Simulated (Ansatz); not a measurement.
Coupled-cluster run, C₃H₆OSSi, SMILES `C=C[SiH2]C(=O)S`.

```yaml
crystal:
  periodic: [false, false, false]
  atoms:
    - {symbol: C, position_ang: [0.144022, -2.279548, 0.703852]}
    - {symbol: C, position_ang: [-0.185050, -1.026064, 1.003908]}
    - {symbol: Si, position_ang: [0.738016, 0.434151, 0.340270]}
    - {symbol: C, position_ang: [-0.511547, 1.531557, -0.636265]}
    - {symbol: O, position_ang: [-1.520737, 1.933653, -0.120894]}
    - {symbol: S, position_ang: [-0.066801, 1.891597, -2.328642]}
    - {symbol: H, position_ang: [0.983197, -2.512998, 0.054612]}
    - {symbol: H, position_ang: [-0.409660, -3.129284, 1.093137]}
    - {symbol: H, position_ang: [-1.038467, -0.848624, 1.655305]}
    - {symbol: H, position_ang: [1.834179, -0.007342, -0.560193]}
    - {symbol: H, position_ang: [1.263637, 1.314220, 1.414737]}
    - {symbol: H, position_ang: [-1.153787, 2.643482, -2.585928]}
basis:
  gaussian: {orbitals: def2-TZVPP}
correlation: {method: ccsd_t}
```

```sh
$ ansatz run in.yaml --threads 4 --pin off --events-out ev --progress --plain --max-ram 10444MiB
```

Output of Ansatz, abridged:

```
Functional definition: HF
1728 factors; integrals over basis functions are off by at most 7.2e-4 eV
mean field evaluation 1: about -23899.4361 eV, gradient 4.5e1 eV
mean field evaluation 2: about -23899.8027 eV, gradient 4.5e1 eV
mean field evaluation 4: about -23904.9131 eV, gradient 6.2e0 eV
mean field evaluation 8: about -23905.0817 eV, gradient 6.5e-1 eV
mean field evaluation 16: about -23905.0865 eV, gradient 2.9e-6 eV
mean field -23905.08653200 eV, -878.4957266013 hartree, gradient 2.9e-6 eV, S^2 0.000000; 0 other end points of the search recorded, 0 dependent functions left out
14 core orbitals not correlated: weight in the atoms' cores, before any rotation towards them, 1.000 or more for the frozen orbitals, at most 0.000 for the correlated occupied ones
reference -23905.08653200 eV, -878.4957266013 hartree; 17, 17 occupied and 261, 261 virtual orbitals, 1728 factors
second order -27.30355015 eV of doubles, -0.00000000 eV of singles
cycle   1  -27.68396433 eV  change   -3.8e-1 eV  update   1.4e-1
cycle   2  -28.47301903 eV  change   -7.9e-1 eV  update   4.7e-2
cycle   3  -28.69755719 eV  change   -2.2e-1 eV  update   2.6e-2
cycle   4  -28.68516816 eV  change    1.2e-2 eV  update   7.3e-3
cycle   5  -28.68147787 eV  change    3.7e-3 eV  update   3.4e-3
cycle   6  -28.68266777 eV  change   -1.2e-3 eV  update   1.2e-3
cycle   7  -28.68202464 eV  change    6.4e-4 eV  update   5.3e-4
cycle   8  -28.68189467 eV  change    1.3e-4 eV  update   2.2e-4
cycle   9  -28.68195377 eV  change   -5.9e-5 eV  update   1.0e-4
cycle  10  -28.68194063 eV  change    1.3e-5 eV  update   4.1e-5
perturbative correction -1.37701031 eV, -0.0506041956 hartree
Total energy: -23935.14548294 eV, -879.6003726737 hartree
```

Hardware: 4 threads of an Intel Xeon on a shared host. Wall time 3.1 min, peak host memory 9.2 GiB.

MP2 recovers 90.8 % of the CCSD(T) correlation energy and the triples give 4.6 %; T1 = 0.0160.
